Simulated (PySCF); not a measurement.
H8N2OSi2.

```xyz
13

N      2.1964     1.0645     0.5380
Si     1.2388     0.2615    -0.7075
Si    -0.7296    -0.5690     0.2628
N     -1.4101     0.8180     1.0887
O     -1.6772    -1.2971    -0.9397
H      2.8613     0.4608     1.0313
H      1.6341     1.5631     1.2375
H      2.1082    -0.8031    -1.3222
H      0.8689     1.2504    -1.7879
H     -0.4783    -1.5450     1.3908
H     -1.6866     1.6378     0.5407
H     -2.0469     0.6903     1.8798
H     -2.4757    -1.7497    -0.6130
```

Geometry optimised at PBE-D3(BJ)/def2-SVP. The structure was generated by enumeration; whether it is a known compound was not checked. Other conformers were not sampled.

Computed with PBE0/pcSseg-1 (PySCF). Non-relativistic, no solvent.

**Question.** Give the absolute GIAO shielding of each atom: isotropic value and principal components (ppm). (An estimate is asked for; the answer gives what the named calculation found.)

**Answer.** 
| atom | σ(iso) | σ11 | σ22 | σ33 | span |
|---|---|---|---|---|---|
| N1 | 269.8 | 232.4 | 257.3 | 319.8 | 87.4 |
| Si2 | 401.6 | 350.1 | 383.3 | 471.3 | 121.3 |
| Si3 | 369.8 | 327.9 | 363.7 | 417.7 | 89.7 |
| N4 | 223.5 | 195.6 | 225.3 | 249.6 | 54.0 |
| O5 | 260.7 | 221.6 | 265.9 | 294.7 | 73.1 |
| H6 | 31.5 | 24.2 | 27.0 | 43.2 | 19.0 |
| H7 | 31.4 | 23.3 | 28.9 | 42.1 | 18.8 |
| H8 | 26.4 | 23.3 | 25.2 | 30.7 | 7.4 |
| H9 | 26.4 | 22.7 | 25.4 | 31.2 | 8.5 |
| H10 | 26.2 | 23.4 | 24.5 | 30.8 | 7.4 |
| H11 | 30.2 | 24.6 | 26.3 | 39.8 | 15.2 |
| H12 | 29.6 | 23.5 | 25.2 | 40.2 | 16.7 |
| H13 | 29.6 | 22.6 | 24.6 | 41.5 | 18.9 |
